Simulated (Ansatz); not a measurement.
Species: GaH$_{2}$, charge 0, doublet. GaH2 (SMILES [GaH2], doublet).
B3LYP-D3(BJ)/def2-TZVP minimum from Ansatz (an electronic-structure program):
```xyz
3

Ga     0.0391     0.0090     0.0274
H     -0.3410    -1.4985    -0.3550
H     -0.8706     1.2189    -0.4942
```
Charge 0, spin multiplicity 2.

Total energies in cc-pV5Z, 5 correlated electrons, 14 frozen orbitals. Radicals and triplets start from unrestricted determinants; spin-orbit coupling is neglected. Correlated methods leave the cores frozen (noble-gas shells, and filled d and f shells in the p block). No relativity. The spin of H2Ga ([GaH2], doublet) was assumed, and the state is the lowest solution found for it.

```tsv
method	program	energy (Eh)	minus CCSDT(Q) (mEh)
HF	Ansatz	-1924.40267	91.54
MP2	Ansatz	-1924.47580	18.41
CCSD	Ansatz	-1924.49197	2.25
CCSD(T)	Ansatz	-1924.49373	0.48
CCSDT(Q)	Ansatz	-1924.49422	0.00
```
